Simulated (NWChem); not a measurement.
Molecule: HfN2H4O; SMILES [O]=[Hf]([NH2])[NH2]

```xyz
8

Hf     0.0000     0.0000     0.1540
O      0.0000     0.0000     1.9266
N     -1.8661     0.0414    -0.7387
H     -2.7564     0.0613    -0.2429
H     -2.0874     0.0463    -1.7335
N      1.8661    -0.0414    -0.7387
H      2.0874    -0.0463    -1.7335
H      2.7564    -0.0613    -0.2429
```
Atoms are numbered in this order, from 1.

This is a stationary point of PBE0/def2-SVP with def2 effective core potentials on Hf (NWChem), point group C2v. def2 effective core potentials on Hf; no spin-orbit coupling.

Q: Is it a minimum? If not, what does it relax to?

A: No. It has an imaginary frequency of 87i cm⁻¹. Following that mode (on a finer grid) lowers the energy by 2.3 kcal/mol and ends, with real frequencies alone, at point group Cs:
```xyz
8

Hf    -0.0107    -0.4831     0.0715
O      0.0034     0.1525     1.7205
N     -1.7481     0.1114    -0.8474
H     -2.4827     0.6350    -0.3749
H     -1.9381     0.1624    -1.8467
N      1.7513     0.0337    -0.8474
H      1.9434     0.0762    -1.8467
H      2.5084     0.5241    -0.3749
```
